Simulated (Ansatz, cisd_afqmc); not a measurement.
System: C, charge -1, quartet.

Total energies in aug-cc-pVQZ, 5 correlated electrons, 1 frozen orbitals. Radicals and triplets start from unrestricted determinants; spin-orbit coupling is neglected. Correlated methods leave the cores frozen. No relativity. The Monte Carlo rows (phaseless AFQMC, CISD trial, step 0.005/hartree) carry one-sigma bars that omit the constraint's bias. Outlying blocks are dropped, and bars are widened where a walk drifts. Over all cases where full CI ran beside it in this data, AFQMC minus full CI had a median of +0.1 mEh and passed +0.4 mEh in a tenth of the cases.

```csv
method,program,energy (Eh),minus CCSDT(Q) (mEh)
HF,Ansatz,-37.70995,123.34
MP2,Ansatz,-37.81315,20.14
CCSD,Ansatz,-37.82712,6.17
CCSD(T),Ansatz,-37.83231,0.97
CCSDT(Q),Ansatz,-37.83329,0.00
AFQMC/CISD,cisd_afqmc,-37.8325 ± 0.0003,0.8 ± 0.3
```

Ansatz is a first-principles code.
